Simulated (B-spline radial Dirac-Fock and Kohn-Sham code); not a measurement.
**Two-hole binding energies of I⁶⁺**

System: the I⁶⁺ ion, [Kr] 4d10 5s1, inside a Watson sphere of charge -6 and radius 2.2 Å (a model of the Madelung potential; inside it an electron's potential energy is raised by 39.3 eV).

Input of the calculation (task.json; shells as n, l, electrons):

```json
{"items": [{
  "Z": 53,
  "q": 6,
  "cfg": [[1, 0, 2], [2, 0, 2], [2, 1, 6], [3, 0, 2], [3, 1, 6], [3, 2, 10], [4, 0, 2], [4, 1, 6], [4, 2, 10], [5, 0, 1]],
  "A": 127,
  "rrms": 4.75,
  "watson": [-6, 2.2],
  "do": ["binding", "quiet", "double"]
}]}
```

Run with: `python xray_run.py task.json out`

These are calculated numbers from a radial finite-basis atomic code; the model is Dirac-Fock (average of configuration) total-energy differences with a finite nucleus, the Breit interaction including its frequency dependence, and self-energy and vacuum-polarisation corrections. U is the two-hole binding energy less the two single-hole energies, the effective repulsion of the holes after relaxation. Each two-hole energy is an average over J within one jj subconfiguration.

| holes | E(a) (eV) | E(b) (eV) | E(ab) (eV) | U (eV) |
| --- | --- | --- | --- | --- |
| 1s⁻² | 33218.3 | 33218.3 | 67309.7 | 873.1 |
| 1s⁻¹ 2p3/2⁻¹ | 33218.3 | 4607.3 | 38055.7 | 230.0 |
| 1s⁻¹ 3p1/2⁻¹ | 33218.3 | 982.5 | ? | ? |
| 1s⁻¹ 3d3/2⁻¹ | 33218.3 | 679.6 | 33968.1 | 70.1 |
| 2p1/2⁻² | 4902.2 | 4902.2 | 9987.1 | 182.7 |
| 2p1/2⁻¹ 2p3/2⁻¹ | 4902.2 | 4607.3 | 9673.3 | 163.8 |
| 2p3/2⁻¹ 3s⁻¹ | 4607.3 | 1123.7 | 5795.7 | 64.7 |
| 2p3/2⁻¹ 3d3/2⁻¹ | 4607.3 | 679.6 | 5358.2 | 71.3 |
| 2p3/2⁻¹ 3d5/2⁻¹ | 4607.3 | 668.1 | 5343.9 | 68.5 |
| 3p1/2⁻² | 982.5 | 982.5 | 2020.5 | 55.5 |
| 3p1/2⁻¹ 3p3/2⁻¹ | 982.5 | 925.8 | 1958.8 | 50.5 |
| 3p3/2⁻² | 925.8 | 925.8 | 1902.6 | 51.0 |
| 3d3/2⁻¹ 3d5/2⁻¹ | 679.6 | 668.1 | 1404.6 | 57.0 |
| 4d5/2⁻² | 94.05 | 94.05 | 211.1 | 23.0 |

Question: Give the missing two-hole energy and U.

Answer: E(ab) = 34280.4 eV and U = 79.5 eV.
